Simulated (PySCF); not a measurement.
**A small calculation by hand: oscillator strength and radiative lifetime**

Al(SiH3)3 (AlH₉Si₃), SMILES [SiH3][Al]([SiH3])[SiH3].

Coordinates come from a PBE-D3(BJ)/def2-SVP optimisation. The structure was generated by enumeration; whether it is a known compound was not checked.

TDA-B3LYP/def2-SVPD (PySCF) puts the first singlet state with f over 0.02 at 5.82 eV (vertical), with the transition dipole (-0.446, 0.107, -0.021) in atomic units.

### Question
Find the oscillator strength, the wavelength and the radiative lifetime that this transition would have in vacuum if emission retraced absorption.

### Answer

|μ|² = 0.2108 au, so |μ| = 1.17 D. ΔE = 5.82/27.211 = 0.2139 hartree. f = (2/3) ΔE |μ|² = 0.030 (the program prints 0.030).
λ = 1239.84/5.82 = 213 nm; ν = 46941 cm⁻¹.
Einstein's coefficient A = 0.6670 ν² f s⁻¹ (ν in cm⁻¹) = 4.4e7 s⁻¹, so τ = 1/A = 23 ns. This state is S5; the lower singlets have f = 0.000, 0.000, 0.001, 0.004. The figure is the radiative limit of this one transition; relaxation, internal conversion, crossing to triplets and a medium change what is measured.
